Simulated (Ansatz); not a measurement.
In₉Sb₉ (started as a model of: (InSb)9 cage of four- and six-membered rings), 18 atoms. Hardware: 2 threads of AMD EPYC 7R13 on a shared host and a share (18 GiB) of an NVIDIA H100 80GB HBM3.

In the def2 sets In, Sb take a core potential; there is no spin–orbit coupling. Correlated methods freeze 72 core orbitals; core or outer-core shells of In, Sb are correlated, in sets that lack core-valence functions. Single mean-field runs in def2-SVP, def2-mTZVP are fitted with def2-universal-jkfit.

How many basis functions does each of these Ansatz runs have, and roughly what does it cost? r2SCAN-D4/def2-SVP, charge 0 singlet, energy, from earlier orbitals; PBE0-D4/def2-SVP, charge 0 singlet, energy, from earlier orbitals; r2SCANh-D4/def2-SVP, charge 0 singlet, energy, from earlier orbitals; MP2/def2-SVP, charge 0 singlet, energy, from earlier orbitals; RPA@PBE/def2-SVP, charge 0 singlet, energy, from earlier orbitals; PBE-D4/def2-SVP, charge 0 singlet, energy and forces, from earlier orbitals; r2SCAN-D4/def2-mTZVP, charge 0 singlet, energy, from earlier orbitals; PBE-D4/def2-SVP, charge 0 singlet, relaxation, 7 steps.

Other jobs shared the machine, so times can vary by a factor of up to 3.

```csv
run,functions,fitting or Cholesky vectors,wall time,peak host memory (GiB)
"r2SCAN-D4/def2-SVP, charge 0 singlet, energy, from earlier orbitals",468,3924,8 s,1.2
"PBE-D4/def2-SVP, charge 0 singlet, energy and forces, from earlier orbitals",468,3924,9 s,1.2
"r2SCAN-D4/def2-mTZVP, charge 0 singlet, energy, from earlier orbitals",648,3924,10 s,1.2
"r2SCANh-D4/def2-SVP, charge 0 singlet, energy, from earlier orbitals",468,3924,12 s,1.1
"PBE0-D4/def2-SVP, charge 0 singlet, energy, from earlier orbitals",468,3924,13 s,1.1
"MP2/def2-SVP, charge 0 singlet, energy, from earlier orbitals",468,6057,18 s,1.4
"RPA@PBE/def2-SVP, charge 0 singlet, energy, from earlier orbitals",468,6057,21 s,3.9
"PBE-D4/def2-SVP, charge 0 singlet, relaxation, 7 steps",468,3924,47 s,1.2
```
